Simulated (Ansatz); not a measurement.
Species: CH₄N₂Si, SMILES `N#C[SiH2]N` (C–Si–N–H torsion 74°) (charge 0, multiplicity 1).

Question: Give a relaxed geometry from B3LYP-D3(BJ)/def2-TZVP in Ansatz (a first-principles code).

Answer: This is not unique; one that fits is the end point of this relaxation, one of several conformers (outside a Z-matrix the atoms follow the SMILES, hydrogens last).
Bonds (Å): N1–C2 1.153, C2–Si3 1.868, Si3–N4 1.705, Si3–H5 1.473, Si3–H6 1.473, N4–H7 1.008, N4–H8 1.008. Angles (°): N1–C2–Si3 178.5, C2–Si3–N4 113.8, C2–Si3–H5 105.1, C2–Si3–H6 105.1, N4–Si3–H5 109.8, N4–Si3–H6 109.8, H5–Si3–H6 113.1, Si3–N4–H7 120.9, Si3–N4–H8 120.9, H7–N4–H8 111.3.
